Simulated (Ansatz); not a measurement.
Species: C3H9BCl2Si, charge 0, multiplicity 1. 
Geometry from a B3LYP-D3(BJ)/def2-TZVP (Ansatz, a quantum-chemistry and plane-wave program) optimisation:
```
Si
C 1 1.8775
H 2 1.0918 1 111.17
H 2 1.0918 3 107.60 1 -121.96
H 2 1.0926 3 107.94 4 -116.25
C 1 1.8824 2 110.43 3 -179.21
H 6 1.0915 1 111.02 2 178.30
H 6 1.0919 7 107.94 1 122.46
H 6 1.0929 7 108.02 8 116.32
C 1 1.8824 2 110.43 3 59.36
H 10 1.0915 1 111.02 2 -178.30
H 10 1.0919 11 107.94 1 -122.46
H 10 1.0929 11 108.02 12 -116.32
B 1 2.0231 2 110.50 3 -59.93
Cl 14 1.7584 1 122.75 2 0.00
Cl 14 1.7619 15 117.47 1 -180.00
```
Charge 0, spin multiplicity 1.

Dipole moments at this geometry, in debye (magnitudes).

```json
[
 {"level": "PBE/def2-TZVPD", "program": "Ansatz", "dipole (D)": "1.49"},
 {"level": "r2SCAN/def2-TZVPD", "program": "Ansatz", "dipole (D)": "1.57"},
 {"level": "B3LYP/def2-TZVPD", "program": "Ansatz", "dipole (D)": "1.53"},
 {"level": "LC-wPBE/def2-TZVPD", "program": "Ansatz", "dipole (D)": "1.61"},
 {"level": "wB97X-V/def2-TZVPD", "program": "Ansatz", "dipole (D)": "(withheld)"},
 {"level": "CCSD(T)/aug-cc-pV(D+d)Z", "program": "Ansatz", "dipole (D)": "(withheld)"}
]
```

Q: Fill in the missing entries.

A: 
- wB97X-V/def2-TZVPD, dipole (D): 1.58
- CCSD(T)/aug-cc-pV(D+d)Z, dipole (D): 1.47
